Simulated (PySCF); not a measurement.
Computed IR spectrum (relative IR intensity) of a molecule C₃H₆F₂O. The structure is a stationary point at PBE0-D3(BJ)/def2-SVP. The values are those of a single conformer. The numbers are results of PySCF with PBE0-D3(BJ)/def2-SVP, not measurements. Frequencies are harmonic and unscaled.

ν (cm⁻¹): 600 (w), 955 (w), 972 (w), 1160 (w), 1195 (w), 1224 (m), 1301 (m), 1307 (vs), 1417 (m), 1467 (vw), 1481 (w), 3038 (w), 3130 (w), 3186 (vw) (against the strongest line: vs over 80 %, s over 45 %, m over 15 %, w over 4 %, vw less)

### Question
Identify the compound among the candidates.
(A) OCCC(F)F
(B) C[C@H](O)C(F)F
(C) COC(C)(F)F
(D) CC(F)(F)CO

### Answer
C, COC(C)(F)F
